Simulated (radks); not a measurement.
Spherical quantum dot in the effective-mass picture: electrons in a well V = -V0 / (1 + exp((r - R)/a)) with V0 = 11.5, R = 3.96, a = 0.38, all in effective atomic units (hartree* = m*/eps^2 hartree, bohr* = eps/m* bohr), one dielectric constant everywhere. Method: non-relativistic Kohn-Sham, r2SCAN, spin-polarised, spherical densities, generalised Kohn-Sham scheme; computed with a radial shooting solver with Libxc functionals. Levels are named by radial order and angular momentum (1s, 1p, 1d, 2s, ...), and open shells are averaged over m. Results are scaled to m* = 0.028 and eps = 17.4, for which hartree* = 2.517 meV and bohr* = 32.88 nm.

N = 16, configuration 1s2 1p6 1d(up 5, down 3). This is the lowest configuration that the search found. Occupied and some empty levels:

level,occupation,eigenvalue (meV),<r> (nm)
1s up,1,-13.492,76.04
1s down,1,-13.417,75.58
1p up,3,-12.881,81.50
1p down,3,-12.793,81.28
1d up,5,-11.911,86.07
1d down,3,-11.809,85.98
1f up,0,-10.651,89.96
1f down,0,-10.537,89.96
2s up,0,-10.443,61.15
2s down,0,-10.383,61.38
2p up,0,-8.9497,71.61
2p down,0,-8.8758,71.61

Energy (meV): total -309.519, kinetic 30.041, external -439.59, Hartree 116.23, exchange-correlation -16.199.
